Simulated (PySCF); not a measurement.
C₆H₄O₂.

```xyz
12

O      0.0000     0.0000     2.6598
C      0.0000     0.0000     1.4457
C      0.0000    -1.2653     0.6710
C      0.0000    -1.2653    -0.6710
C      0.0000     0.0000    -1.4457
O      0.0000     0.0000    -2.6598
C      0.0000     1.2653    -0.6710
C      0.0000     1.2653     0.6710
H      0.0000    -2.1848     1.2620
H      0.0000    -2.1848    -1.2620
H      0.0000     2.1848    -1.2620
H      0.0000     2.1848     1.2620
```

Geometry: PBE0-D3(BJ)/def2-SVP.

The numbers are results of PBE/pcSseg-1 (PySCF), not measurements. Non-relativistic, no solvent.

Computed absolute GIAO shielding of each atom: isotropic value and principal components (ppm):
```
atom  σ(iso)      σ11     σ22    σ33    span
----  ------  -------  ------  -----  ------
O1    -470.5  -1328.2  -415.7  332.6  1660.8
C2     -12.4    -87.3   -56.2  106.1   193.4
C3      42.7    -70.4    69.1  129.5   200.0
C4      42.7    -70.4    69.1  129.5   200.0
C5     -12.4    -87.3   -56.2  106.1   193.4
O6    -470.5  -1328.2  -415.7  332.6  1660.8
C7      42.7    -70.4    69.1  129.5   200.0
C8      42.7    -70.4    69.1  129.5   200.0
H9      24.8     22.1    23.8   28.4     6.3
H10     24.8     22.1    23.8   28.4     6.3
H11     24.8     22.1    23.8   28.4     6.3
H12     24.8     22.1    23.8   28.4     6.3
```
